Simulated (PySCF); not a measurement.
# State search for BeSi⁺

Unrestricted PBE0; Be def2-SVPD, Si def2-SVPD; no relativity (PySCF 2.14). Outer shells of the fragments: Be 2s2; Si+ 3s2 3p1.

Followed along the bond (rough minima from three points):

```tsv
2Ms+1	unpaired	⟨S²⟩ at the start	R at minimum (Å)	Te (eV)
2	π ↑	0.76	2.31	0.00
4	σ ↑, π ↑↑	3.75	2.03	0.74
2	σ ↑, π ↑↓	1.76	2.04	1.38
2	σ ↓, π ↑↑	1.77	2.03	1.53
2	σ ↑	0.75	none in the scan	≤ 0.85
```

Solutions found at the starting distance of 2.175 Å, counted from the lowest of them; the search is not exhaustive and high or unbound solutions are not listed, so other states can lie among these:

| 2Ms+1 | unpaired | term | E (eV) | ⟨S²⟩ | ⟨Lz²⟩ | μ (D) |
| --- | --- | --- | --- | --- | --- | --- |
| 2 | π ↑ | ²Π | 0.00 | 0.76 | 1.01 | -4.78 |
| 4 | σ ↑, π ↑↑ | ⁴Σ⁻ | 0.80 | 3.75 | 0.00 | -4.76 |
| 2 | σ ↑ | ²Σ⁺ | 1.13 | 0.75 | 0.00 | -0.07 |
| 2 | σ ↑, π ↑↓ | mixed | 1.43 | 1.76 | 2.02 | -4.85 |
| 2 | σ ↓, π ↑↑ | mixed | 1.59 | 1.77 | 0.00 | -5.17 |
| 4 | σ ↑↑, π ↑ | ⁴Π | 1.63 | 3.75 | 1.01 | 0.16 |

A term symbol is given only where ⟨S²⟩ and ⟨Lz²⟩ are close to those of a pure state; real π, δ and φ orbitals otherwise mix terms. A positive dipole points towards Si; it is taken about the centre of mass and depends on that origin.

**Question.** Compare the gap between the two lowest followed solutions at the starting distance with the gap between their minima.

**Answer.** At PBE0 the second solution (quartet, unpaired electrons σ ↑, π ↑↑) lies +0.80 eV from the first (doublet, unpaired electrons π ↑) at 2.175 Å and +0.74 eV at the minima; the two curves relax by different amounts, since their minima lie near 2.03 and 2.31 Å.
